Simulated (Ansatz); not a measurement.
`c1csc(-c2cnc(-c3cnc(-c4cncs4)s3)s2)n1` with charge -1. Charge -1, multiplicity 2. Geometry PBE-D4/def2-SVP, that of the neutral singlet; atoms count from 1.

Cartesian coordinates in Å:
```
C -2.291 -3.372 5.174
C -2.472 -2.206 5.899
S -1.988 -0.844 4.951
C -1.574 -1.952 3.633
C -1.045 -1.489 2.369
C -0.690 -2.277 1.272
N -0.213 -1.617 0.188
C -0.178 -0.310 0.389
C 0.280 0.649 -0.581
C 0.374 2.040 -0.515
N 0.855 2.665 -1.618
C 1.148 1.793 -2.571
C 1.680 2.158 -3.862
C 2.038 1.366 -4.953
N 2.516 2.029 -6.045
C 2.538 3.323 -5.824
S 1.974 3.834 -4.251
S 0.838 0.108 -2.145
S -0.754 0.189 1.989
N -1.791 -3.224 3.914
H -2.524 -4.377 5.554
H -2.856 -2.083 6.918
H -0.785 -3.371 1.276
H 0.084 2.632 0.367
H 1.953 0.269 -4.971
H 2.884 4.069 -6.556
```

Single mean-field runs in def2-TZVP are fitted with def2-universal-jkfit.

**Question.** Estimate the Mulliken populations from the PBE0/def2-TZVP orbitals of Ansatz.

**Answer.** 
| atom | charge (e) | spin (α − β) |
| --- | --- | --- |
| C1 | -0.10 | -0.04 |
| C2 | -0.22 | 0.09 |
| S3 | -0.03 | 0.04 |
| C4 | 0.08 | 0.00 |
| C5 | 0.08 | 0.10 |
| C6 | -0.16 | -0.02 |
| N7 | -0.24 | 0.03 |
| C8 | 0.16 | 0.12 |
| C9 | -0.05 | 0.01 |
| C10 | -0.16 | 0.10 |
| N11 | -0.24 | -0.06 |
| C12 | 0.19 | 0.19 |
| C13 | -0.08 | -0.06 |
| C14 | -0.19 | 0.15 |
| N15 | -0.22 | -0.06 |
| C16 | -0.12 | 0.13 |
| S17 | 0.00 | 0.04 |
| S18 | -0.05 | 0.09 |
| S19 | -0.10 | 0.09 |
| N20 | -0.25 | 0.08 |
| H21 | 0.10 | 0.00 |
| H22 | 0.12 | -0.01 |
| H23 | 0.12 | 0.00 |
| H24 | 0.11 | -0.01 |
| H25 | 0.12 | -0.01 |
| H26 | 0.12 | -0.01 |
Mulliken values depend strongly on the basis.

**Question.** Where does the spin sit?

**Answer.** Summed by element: C 0.77, S 0.26, N -0.01, H -0.03, of 1 unpaired in all. Largest on single atoms: C12 0.19, C14 0.15, C16 0.13.

**Question.** And the Mayer bond orders between heavy atoms (over 0.3)?

**Answer.** C1–C2 1.65 (1.38 Å); C1–N20 1.36 (1.36 Å); C2–S3 1.19 (1.73 Å); S3–C4 1.24 (1.77 Å); C4–C5 1.07 (1.45 Å); C4–N20 1.58 (1.32 Å); C5–C6 1.46 (1.40 Å); C5–S19 1.15 (1.74 Å); C6–N7 1.46 (1.36 Å); N7–C8 1.48 (1.32 Å); C8–C9 1.12 (1.44 Å); C8–S19 1.20 (1.77 Å); C9–C10 1.40 (1.40 Å); C9–S18 1.20 (1.75 Å); C10–N11 1.47 (1.36 Å); N11–C12 1.49 (1.32 Å); C12–C13 1.05 (1.44 Å); C12–S18 1.21 (1.77 Å); C13–C14 1.48 (1.39 Å); C13–S17 1.23 (1.75 Å); C14–N15 1.37 (1.36 Å); N15–C16 1.66 (1.31 Å); C16–S17 1.26 (1.75 Å).
